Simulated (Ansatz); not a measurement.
C2H8BNO (`CBNCO`), relaxed with RKS PBE0-D4/def2-TZVP in Ansatz from a PBE-D4/def2-SVP geometry. The force threshold is 0.005 eV/Å; the program also tests the step.

Total charge 0; spin multiplicity 1.

Start:

```xyz
13

C    -1.894    0.024   -1.120
B    -0.588    0.514   -0.383
N     0.474   -0.353   -0.066
C     1.685   -0.019    0.657
O     1.785   -0.667    1.906
H    -2.780    0.201   -0.470
H    -1.892   -1.048   -1.409
H    -2.079    0.628   -2.035
H    -0.452    1.682   -0.044
H     0.411   -1.349   -0.305
H     2.582   -0.351    0.088
H     1.716    1.093    0.737
H     1.031   -0.355    2.444
```

```csv
step,energy (eV),largest force (eV/Å),largest move (Å)
1,-6414.0375,0.698,0.000
2,-6414.0887,0.201,0.028
3,-6414.0936,0.063,0.015
4,-6414.0938,0.050,0.012
5,-6414.0940,0.018,0.014
6,-6414.0941,0.005,0.008
7,-6414.0941,0.003,0.007
```

End:

```xyz
13

C    -1.879    0.026   -1.107
B    -0.591    0.509   -0.358
N     0.464   -0.354   -0.061
C     1.672   -0.014    0.636
O     1.778   -0.646    1.886
H    -2.771    0.227   -0.504
H    -1.879   -1.037   -1.366
H    -2.018    0.598   -2.031
H    -0.464    1.653   -0.007
H     0.405   -1.331   -0.313
H     2.550   -0.346    0.077
H     1.701    1.077    0.725
H     1.031   -0.361    2.423
```

It took 19 s on 4 threads of an Arm Neoverse V2 on a shared host, with 0.45 GiB of host memory at the peak.
